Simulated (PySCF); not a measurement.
Several structures and their simulated spectra, in scrambled order.

A. `InChI=1S/C4H2NP3/c5-1-4-7-2-6-3-8-4/h2-3H`
B. `InChI=1S/C8H7F/c1-7-4-5-8(7)3-2-6-9/h2-6H,1H2/b6-2-,8-3-`
C. SMILES C12=C(F)C=C(C)C=C1C2

Spectrum 1. ¹³C{¹H} NMR (computed): δ 160.3 (C), 150.7 (C), 140.4 (C), 123.2 (CH), 115.2 (CH), 110.5 (C), 25.2 (CH2), 24.1 (CH3).

Spectrum 2. ¹³C{¹H} NMR (computed): δ 159.2 (CH), 156.7 (CH), 155.9 (C), 154.6 (CH), 148.8 (C), 114.8 (CH), 112.8 (CH), 103.3 (CH2).

Spectrum 3. ¹³C{¹H} NMR (computed): δ 187.5 (CH), 171.1 (C), 126.7 (C).

[PySCF: GFN2-xTB geometry; σ from GIAO-PBE0/pcSseg-1; no solvent; one averaged value for each set of equivalent atoms; one computed conformer; non-relativistic]

References, each an isolated molecule treated in the same way: ¹³C against TMS. Splittings of carbon signals by F and P are missing where no couplings were computed. Shifts are as computed. Against solution values, carbons near 30 ppm lie about +3 ppm off and those near 130 ppm about +5 ppm. Of 1211 compounds with measured shifts, 218 miss one by over three times the rms of a fit or turn the order of signals round; such compounds aren't used in these exercises.

Which spectrum belongs to which compound?

## Answers

1–C, 2–B, 3–A.

- Spectrum 1 (C): 8 ¹³C signals; δC 160.3 is an aromatic carbon bearing fluorine; δC 25.2 is a three-membered-ring carbon.
- Spectrum 2 (B): 8 ¹³C signals; δC 159.2 is an alkene CH; δC 156.7 is an alkene CH.
- Spectrum 3 (A): 3 ¹³C signals; δC 126.7 is a nitrile carbon; δC 187.5 is an aromatic CH.
